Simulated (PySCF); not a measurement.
# Computed properties of C2H8N2OSi, SMILES C/C=N\[Si@H](N)O

C2H8N2OSi, SMILES C/C=N\[Si@H](N)O. The structure is a stationary point at PBE0-D3(BJ)/def2-SVP. The structure was generated by enumeration; whether it is a known compound was not checked. Other conformers were not sampled. All values are computed for the isolated molecule unless a solvent is named; none is compared with measurement here.

**Structure.** All 36 harmonic modes at PBE0-D3(BJ)/def2-SVP (PySCF) are real, so it is a minimum. With heavy atoms numbered as in [CH3:1]/[CH:2]=[N:3]\[Si@H:4]([NH2:5])[OH:6], the shortest bond between them is C2–N3 at 1.262 Å and the longest N3–Si4 at 1.737 Å.

**Vibrations.** The strongest infrared lines (harmonic, unscaled, degenerate partners summed) lie at 969 cm⁻¹ (311 km/mol, H 51 %, Si 29 %, N 11 %), 1830 cm⁻¹ (291 km/mol, C 54 %, N 44 %), 2203 cm⁻¹ (177 km/mol, H 97 %). The softest mode is at 37 cm⁻¹ and the zero-point energy is 67.8 kcal/mol.

**Electronic structure.** ωB97X/def2-TZVP (PySCF) places the frontier levels at -9.13 and 1.83 eV, a gap of 10.96 eV, and gives a dipole moment of 1.75 D and a mean polarisability of 66.6 bohr³. PBE/def2-TZVP (PySCF) at the same geometry gives -5.34 and -1.54 eV, so its gap is 7.16 eV narrower. An orbital gap is neither the optical nor the fundamental gap.

**Excitations.** TDA-M06-2X/def2-SVPD (PySCF) has S1 at 4.06 eV (305 nm, f = 0.001, dark); the most intense of the 10 singlets computed lies at 8.05 eV (f = 0.31). T1 (TDA) is at 3.61 eV, 0.45 eV under S1. TDA-PBE/def2-SVPD (PySCF) puts S1 at 4.00 eV. No vertical singlet excitation falls in the visible range (under 3.1 eV).

**NMR.** GIAO shifts at KT2/pcSseg-1 (PySCF) (non-relativistic, atoms alike by connectivity averaged): ¹³C from 31.3 to 167.4 ppm against TMS; ¹H from 1.4 to 8.5 ppm against TMS; ²⁹Si at -45.1 ppm against TMS.
